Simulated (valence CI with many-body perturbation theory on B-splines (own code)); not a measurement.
## Missing levels of Sn XXXVIII

Calculated by valence CI with perturbative core correlation (CI+MBPT): three valence electrons over a frozen Dirac-Fock core [Ne], a basis of 11 s, 11 p, 10 d, 8 f, 5 g, 2 h functions for each j, with the one-electron correlation potential Σ1, the two-electron term Σ2, the three-electron term Σ3, Breit, model QED; selected CI, second order for the rest, scaled by the run's own slope (own B-spline code, finite nucleus).

No measured spectrum was set against this ion. As an estimate, large intervals hold to a few tenths of a per cent, small ones and those within an open d or f shell to about a per cent.

```
                     Level  E (eV)
        (3s^2 3p1/2) J=1/2    0.00
        (3s^2 3p3/2) J=3/2   57.58
        (3s 3p1/2^2) J=1/2   89.57
(3s 3p1/2 3p3/2) J=3/2 [a]       ?
    (3s 3p1/2 3p3/2) J=5/2  142.18
(3s 3p1/2 3p3/2) J=3/2 [b]       ?
    (3s 3p1/2 3p3/2) J=1/2  164.67
        (3s 3p3/2^2) J=5/2       ?
        (3s^2 3d3/2) J=3/2  197.66
        (3s^2 3d5/2) J=5/2       ?
        (3s 3p3/2^2) J=1/2  222.68
        (3s 3p3/2^2) J=3/2       ?
     (3p1/2^2 3p3/2) J=3/2       ?
(3s 3p1/2 3d3/2) J=3/2 [a]  262.64
    (3s 3p1/2 3d3/2) J=5/2  268.61
(3s 3p1/2 3d5/2) J=5/2 [a]  282.99
    (3s 3p1/2 3d3/2) J=1/2  284.58
(3s 3p1/2 3d3/2) J=3/2 [b]  285.02
    (3s 3p1/2 3d5/2) J=7/2  288.09
 (3p1/2 3p3/2^2) J=3/2 [a]  290.71
```

Levels are named by their leading jj configuration (3d3/2^4 stands for four electrons in 3d with j = 3/2), which in mixed levels can hold well under half, so a name can repeat and another be missing. Letters in brackets count levels of one name in rising energy.

Q: The levels stand in rising order. What does the calculation give for the missing energies?

A: (3s 3p1/2 3p3/2) J=3/2 [a] 132.39; (3s 3p1/2 3p3/2) J=3/2 [b] 156.27; (3s 3p3/2^2) J=5/2 191.23; (3s^2 3d5/2) J=5/2 215.90; (3s 3p3/2^2) J=3/2 227.55; (3p1/2^2 3p3/2) J=3/2 249.03.
